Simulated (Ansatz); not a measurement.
`[CH3][Ge]([CH3])([OH])[OH]` + CH₃OH → `C[O][Ge]([CH3])([OH])[OH]` + CH₄  (ligand exchange at a Ge–C bond)

Calculated with Ansatz (gas phase, PBE0-D4/def2-TZVP geometries, no zero-point term in ΔE). CCSD(T)/CBS is the MP2 limit (def2-TZVPP, def2-QZVPP) plus CCSD(T) − MP2 in def2-TZVPP, frozen cores. This one scheme is used for every species. Functionals use def2-TZVPP. B3LYP here is the variant with VWN-RPA as its local correlation; programs differ in this. For Ge outer-core shells are correlated without core-valence functions, which leaves a few kJ/mol of doubt a bond. Scalar relativity is left out up to krypton. One conformer a species, not always the lowest.

`[CH3][Ge]([CH3])([OH])[OH]`:

Z-matrix (Å, degrees):
```
C
Ge 1 1.936
H 1 1.091 2 110.1
H 1 1.091 2 109.8 3 119.3
H 1 1.091 2 110.4 3 -120.5
C 2 1.936 1 117.1 3 59.1
O 2 1.785 1 103.9 3 -64.7
O 2 1.785 1 111.8 3 178.8
H 6 1.091 2 110.1 1 59.0
H 6 1.091 2 109.8 1 178.3
H 6 1.091 2 110.4 1 -61.4
H 7 0.960 2 112.5 1 -177.3
H 8 0.960 2 112.5 1 55.4
```

CH₃OH:

Cartesian coordinates in Å:
```
C -0.216 -0.148 0.242
O 1.008 0.201 -0.364
H 0.023 -0.729 1.133
H -0.843 -0.768 -0.410
H -0.794 0.731 0.553
H 0.822 0.713 -1.154
```

`C[O][Ge]([CH3])([OH])[OH]`:

```xyz
14

C     1.122    0.776   -1.574
O    -0.145    0.217   -1.312
Ge   -0.668   -0.065    0.361
C     0.380   -1.358    1.325
O    -2.353   -0.546    0.138
O    -0.593    1.447    1.277
H     1.937    0.093   -1.299
H     1.192    0.968   -2.648
H     1.272    1.723   -1.044
H    -0.113   -1.588    2.269
H     0.478   -2.270    0.738
H     1.370   -0.951    1.535
H    -2.593   -0.504   -0.792
H    -1.287    2.061    1.026
```

CH₄:

Z-matrix (Å, degrees):
```
C
H 1 1.090
H 1 1.090 2 109.5
H 1 1.090 2 109.5 3 -120.0
H 1 1.090 2 109.5 3 120.0
```

| level | ΔE (kcal/mol) | difference from CCSD(T)/CBS |
| --- | --- | --- |
| PBE-D4 | -13.3 | 0.8 |
| r2SCAN-D4 | -15.3 | -1.2 |
| PBE0-D4 | -13.4 | 0.7 |
| B3LYP-D4 | -15.3 | -1.2 |
| ωB97X-V | -14.9 | -0.8 |
| PBE | -12.8 | 1.3 |
| r2SCAN | -15.1 | -1.0 |
| PBE0 | -12.9 | 1.2 |
| B3LYP | -14.5 | -0.4 |
| HF/def2-TZVPP | -16.8 | -2.7 |
| SCS-MP2/def2-TZVPP | -15.3 | -1.2 |
| CCSD/def2-TZVPP | -14.6 | -0.5 |
| HF/def2-QZVPP | -16.9 | -2.8 |
| MP2/def2-QZVPP | -14.5 | -0.4 |
| MP2/CBS(def2) | -14.1 | 0.0 |
| CCSD/CBS(def2) | -14.0 | 0.1 |
| CCSD(T)/CBS | -14.1 | 0 |

Largest T1 diagnostic among the species: 0.011.

The D4 term adds −0.7 kcal/mol with B3LYP and −0.4 kcal/mol with PBE0; it sums over pairs of atoms, weighted by their polarisabilities, and B3LYP, whose exchange is more repulsive, gets the larger term. In def2-TZVPP, CCSD(T) changes the Hartree–Fock value by +2.1 kcal/mol (the triples alone add −0.1 kcal/mol) and MP2 by +2.0 kcal/mol.

CCSD(T)/CBS has its own doubt, a few kJ/mol and more with outer-core shells, so smaller differences from it don't rank the levels.
